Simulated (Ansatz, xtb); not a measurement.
## Two isomers of C3H4F3N

Structure I is `N/C=C\C(F)(F)F`, a singlet and structure II is `N/C=C/C(F)(F)F`, a singlet. Both are isolated molecules in the gas phase, relaxed with B3LYP-D3(BJ)/def2-SVP; the shapes shown needn't be the lowest conformers.

I (Å):

```xyz
11

C    -1.3914    0.1510   -0.7862
C    -1.5595   -1.0848   -0.2595
C    -0.5529   -2.1720   -0.2253
F    -0.8319   -3.1786   -1.0835
F    -0.4653   -2.7408    0.9940
F     0.6985   -1.7397   -0.5455
N    -0.3033    0.6892   -1.4035
H     0.5791    0.1950   -1.3845
H    -0.2725    1.6857   -1.5624
H    -2.2507    0.8284   -0.7437
H    -2.5308   -1.3530    0.1561
```

II (Å):

```yaml
atoms:
  - { symbol: C, position_ang: [-0.9642, -0.2886, -1.3047] }
  - { symbol: C, position_ang: [-0.7687, -0.7967, -0.0711] }
  - { symbol: C, position_ang: [-0.5731, -2.2471, 0.1641] }
  - { symbol: F, position_ang: [-0.5935, -2.9666, -0.9785] }
  - { symbol: F, position_ang: [-1.5237, -2.7690, 0.9732] }
  - { symbol: F, position_ang: [0.6065, -2.5101, 0.7724] }
  - { symbol: N, position_ang: [-1.2049, 1.0167, -1.6221] }
  - { symbol: H, position_ang: [-1.0970, 1.3175, -2.5807] }
  - { symbol: H, position_ang: [-1.0775, 1.7331, -0.9178] }
  - { symbol: H, position_ang: [-0.9686, -0.9701, -2.1604] }
  - { symbol: H, position_ang: [-0.7529, -0.1719, 0.8254] }
```

Q: Estimate which is lower in electronic energy at CCSD(T)/def2-SVP + ΔMP2/def2-TZVPP, and by roughly how much.

A: Too close to call at this level: CCSD(T)/def2-SVP + ΔMP2/def2-TZVPP gives E(II) − E(I) = −0.008 eV.

How the difference moves with the method:

```
                             level               geometry  E(II) − E(I) (eV)  departure from the last row (eV)  job, with rough time for the two
             B3LYP-D3(BJ)/def2-SVP  B3LYP-D3(BJ)/def2-SVP              +0.006                            +0.014             optimisation, 2.5 min
                       HF/def2-SVP  B3LYP-D3(BJ)/def2-SVP              −0.038                            −0.030           part of the CCSD(T) run
                      MP2/def2-SVP  B3LYP-D3(BJ)/def2-SVP              −0.026                            −0.018           part of the CCSD(T) run
                  CCSD(T)/def2-SVP  B3LYP-D3(BJ)/def2-SVP              −0.026                            −0.018                      single point
CCSD(T)/def2-SVP + ΔMP2/def2-TZVPP  B3LYP-D3(BJ)/def2-SVP              −0.008                                               single point, 1.9 min
```

As drawn, both hold the same kinds of bond in the same numbers.

The largest departure from CCSD(T)/def2-SVP + ΔMP2/def2-TZVPP is that of HF/def2-SVP, 0.030 eV. Levels run at GFN2-xTB geometries aren't shown. The last row adds to CCSD(T) the change of the MP2 difference between the two basis sets, here +0.018 eV.

With thermal terms from frequencies at re-optimised GFN2-xTB minima (ideal gas, soft modes damped towards free rotors, one conformer each, 298.15 K, 1 atm): on the last row, ΔE + ΔZPE = −0.010, ΔH = −0.009, ΔG = −0.016 eV.

The correlated steps freeze 7 core orbitals. Codes used: Ansatz 0.2.0, xtb 6.7.1; the last row on 2 threads of Intel(R) Xeon(R) Processor @ 2.50GHz (Skylake/Cascade Lake) on a shared host.
